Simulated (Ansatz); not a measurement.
Harmonic frequencies (cm⁻¹) at PBE0-D4/def2-TZVP from Ansatz: 49, 211, 316, 366, 424, 428, 480, 520, 713, 741, 793, 882, 981, 1017, 1065, 1313, 1371, 1560, 2719, 3757, 3913.

Each molecule was computed in one conformer, which needn't be the lowest.

Problem. Which molecule is it?
A. `OB1NB(S)O1`
B. `O=C(O)C(=O)[SiH3]`
C. `OC[AsH2]`
D. `FCC(=S)S`

Solution. A.
